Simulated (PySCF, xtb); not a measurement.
C5H3Br, SMILES C#CC=C=CBr.

xtb 6.7.1 with GFN2-xTB at its own geometry gives an orbital gap of 3.52 eV and a dipole moment of 3.35 D.

Coordinates come from a TPSSh-D3(BJ)/def2-SVP optimisation. This is a generated structure with no PubChem entry under its InChIKey; it may be hypothetical.

**Question.** What does PBE/def2-TZVP in PySCF give? (Estimate from the structure and the level; the computed values follow.)

**Answer.** gap 3.64 eV (levels -6.36 and -2.71 eV), dipole 1.28 D.
